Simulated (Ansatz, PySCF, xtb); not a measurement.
Gas-phase reaction in SMILES: CN(C)B(O)O + 2 B (BH3) + 2 N (NH3) -> BN (BNH4) + 2 BO (H3BO) [borinic acid] + 2 CN (CH5N)
Structures are relaxed separately at B3LYP-D3(BJ)/def2-TZVP in Ansatz (an electronic-structure program), one conformer each, not searched for the lowest. Frequencies are from Ansatz or PySCF.

Wanted: bond separation energy (0 K, with B3LYP-D3(BJ) harmonic zero-point energies), in kcal/mol. Valence correlation only, unless marked. No spin-orbit coupling. No relativistic terms. Basis-set limits of correlation are two-point, X^-3; Hartree-Fock from the larger set. The bracket is a focal-point correction in the basis named.

```tsv
level	program	bond separation energy (kcal/mol)
GFN1-xTB	xtb	___
revPBE-D3(BJ)/def2-TZVPD	Ansatz + dftd3	-12.2
revPBE-D4/def2-TZVPD	Ansatz + dftd4	-10.4
revPBE/def2-TZVPD	Ansatz	-15.7
r2SCAN-D3(BJ)/def2-TZVPD	Ansatz + dftd3	-9.0
PBE0/6-31G*	Ansatz	-13.7
PBE0-D4/def2-TZVP	Ansatz + dftd4	-10.4
PBE0/def2-TZVP	Ansatz	-12.3
HSE06-D3(BJ)/def2-TZVPD	Ansatz + dftd3	-10.3
CAM-B3LYP/def2-TZVPD	Ansatz	___
LC-wPBE-D4/def2-TZVPD	Ansatz + dftd4	-8.4
wB97M-V/def2-TZVPD	Ansatz	-8.8
wB97X-V/def2-TZVPD	Ansatz	___
B2GP-PLYP/def2-TZVPD	Ansatz	-8.8
PBE-QIDH/def2-TZVPD	Ansatz	-7.9
SCS-MP2/6-31G*	Ansatz	-9.7
RI-MP2/CBS(aug-cc-pVTZ,aug-cc-pVQZ)+[CCSD(T)-MP2]/aug-cc-pVTZ	Ansatz	___
```

Question: Fill in the missing entries.

Answer: 
- GFN1-xTB, bond separation energy (kcal/mol): -10.8
- CAM-B3LYP/def2-TZVPD, bond separation energy (kcal/mol): -11.1
- wB97X-V/def2-TZVPD, bond separation energy (kcal/mol): -8.3
- RI-MP2/CBS(aug-cc-pVTZ,aug-cc-pVQZ)+[CCSD(T)-MP2]/aug-cc-pVTZ, bond separation energy (kcal/mol): -7.4
